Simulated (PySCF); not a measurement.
Species: C8H10NS (charge -1).
Bonds: C1–C2, C2–C3, C2–S4, C2–C5, C5–C6 (aromatic), C6–C7 (aromatic), C7–N8 (aromatic), N8–C9 (aromatic), C9–C10 (aromatic), C5–C10 (aromatic). Hydrogens: H11, H12, H13 on C1; H14, H15, H16 on C3; H17 on C6; H18 on C7; H19 on C9; H20 on C10.

The calculation used PySCF 2.14.0, PBE0-D3(BJ)/def2-SVP geometry optimisation, gas phase.

Some entries are withheld. Bonds in one row agree within 0.01 Å.

```tsv
coordinate	value
C1–C2, C2–C3	1.530 Å
C2–S4	1.832 Å
C2–C5	?
C5–C6, C5–C10	?
C6–C7, C9–C10	?
C7–N8, N8–C9	?
C1–H11 and 3 like bonds	1.100 Å
C1–H13, C3–H14	1.109 Å
C6–H17, C10–H20	1.091 Å
C7–H18, C9–H19	1.099 Å
C1–C2–C3	108.2°
C1–C2–S4	110.5°
C1–C2–C5	112.5°
C3–C2–S4	110.7°
S4–C2–C5	102.7°
C2–C5–C6	?
C6–C5–C10	114.4°
C5–C6–C7	120.4°
C6–C7–N8	?
C7–N8–C9	?
```

Question: Estimate the withheld lengths and angles.

Answer: 
- C2–C5 = 1.509 Å, drawn single (sp3 carbon bound to sulfur to substituted aromatic carbon); 0.02 Å above the sum of covalent radii, 1.49 Å.
- C5–C6, C5–C10 = 1.409 Å, aromatic (substituted aromatic carbon to aromatic CH carbon); 0.05 Å below the sum of covalent radii, 1.46 Å.
- C6–C7, C9–C10 = 1.389 Å, aromatic (aromatic CH carbon to aromatic CH next to a ring nitrogen); 0.07 Å below the sum of covalent radii, 1.46 Å.
- C7–N8, N8–C9 = 1.336 Å, aromatic (aromatic CH next to a ring nitrogen to pyridine-type nitrogen); 0.10 Å below the sum of covalent radii, 1.44 Å.
- C2–C5–C6 = 123.0°, at the substituted aromatic carbon; the outer atoms are 2.565 Å apart.
- C6–C7–N8 = 124.8°, at the aromatic CH next to a ring nitrogen, inside a 6-membered ring; the outer atoms are 2.415 Å apart.
- C7–N8–C9 = 115.1°, at the pyridine-type nitrogen, inside a 6-membered ring; the outer atoms are 2.254 Å apart.

Radii are Cordero's, carbon taken as 0.76, 0.73 or 0.69 Å for four, three, and two or fewer neighbours.

PBE0-D3(BJ)/def2-SVP frequencies: not computed here. The geometry's basis has no diffuse functions, a weakness for an anion. Torsions: C1–C2–C5–C6 -26°.

One conformer stands for the species.
